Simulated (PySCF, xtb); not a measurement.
B-trichloroborazine (B₃Cl₃H₃N₃), SMILES ClB1NB(Cl)NB(Cl)N1.

GFN2-xTB in xtb at its own geometry gives an orbital gap of 5.39 eV and a dipole moment of 0.00 D.

Coordinates come from a B3LYP-D3(BJ)/def2-SVP optimisation.

### Question
What does PySCF with PBE/def2-SVP give? (The exact figures need the calculation; the answer reports its results.)

### Answer
gap 6.32 eV (levels -6.98 and -0.66 eV), dipole 0.00 D.
